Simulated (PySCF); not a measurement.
Computed with PBE-D3(BJ)/def2-TZVP // r2SCAN-D4/def2-SVP (PySCF). Isolated molecules, 0 K electronic values unless said otherwise. One relaxed conformer stands for a flexible species; it need not be the lowest. 

Reference species: [Ta(F)4(OH)] (neutral, multiplicity 1).

| Property | Result |
|---|---|
| coordination number | 5 |
| LUMO | -2.62 eV |

Changed species: [Ta(OH)5] (5 of 5 F replaced by OH; the reference has 1 of 5 F replaced by OH).

Task: Predict the effect on the coordination number and LUMO.

Result: the coordination number stays essentially unchanged; the LUMO increases by 0.90 eV, to -1.72 eV.
